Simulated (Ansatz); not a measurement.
Job for Ansatz (a quantum-chemistry and plane-wave program): R-PBE/def2-TZVPP on CH3F (SMILES CF).

Ansatz 0.2 input:
```yaml
crystal:
  periodic: [false, false, false]
  atoms:
    - {symbol: C, position_ang: [-0.06550961, 0.00984214, 0.00682586]}
    - {symbol: F, position_ang: [1.30105808, -0.19539971, -0.13594493]}
    - {symbol: H, position_ang: [-0.33696811, -0.14193019, 1.05234885]}
    - {symbol: H, position_ang: [-0.30196603, 1.03024945, -0.29764210]}
    - {symbol: H, position_ang: [-0.59651434, -0.70276168, -0.62568768]}
basis:
  gaussian:
    orbitals: def2-TZVPP
hamiltonian:
  xc: {name: PBE}
scf: {lower_state_search: off}
```

Give the final energy of this run.

-139.6477 hartree.
